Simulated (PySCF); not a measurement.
C₅H₈NPSi.
Geometry (GFN2-xTB, Å), atoms numbered from 1 in this order:
```xyz
16
C5H8NPSi angstrom
Si     2.7191    0.5751    0.5846
P      1.7746   -1.2107   -0.3969
C      0.0972   -0.5655   -0.1538
C     -1.0541   -1.3461   -0.2231
C     -2.2801   -0.7251   -0.0788
C     -2.3199    0.6502    0.1092
C     -1.1197    1.3403    0.1514
N      0.0551    0.7497    0.0282
H      2.0897    0.9085    1.8614
H      2.6892    1.6683   -0.3798
H      4.1109    0.1688    0.8385
H      1.7430   -2.0748    0.6912
H     -0.9714   -2.4115   -0.3794
H     -3.1935   -1.3015   -0.1165
H     -3.2577    1.1711    0.2227
H     -1.0900    2.4122    0.2997
```

Computed at PBE0/pcSseg-1 (PySCF, non-relativistic), with Q(14N) = 0.02044 b: N8, 14N (I = 1): χzz = -4.948 MHz, η = 0.300.

Q: Where would the pure quadrupole (NQR) lines of 14N at N8 fall for the rigid, isolated species?

A: From ν± = (3/4)|χ|(1 ± η/3) and ν0 = |χ|η/2: ν+ 4.082 MHz, ν− 3.340 MHz, ν0 0.742 MHz (pyridine-type nitrogen).

In a crystal, neighbours and librations shift these lines. GFN2-xTB bond lengths can be off by several hundredths of an ångström, more for odd bonds, and the gradients follow them. The small basis limits the accuracy of the gradients.

One conformer stands for the species.
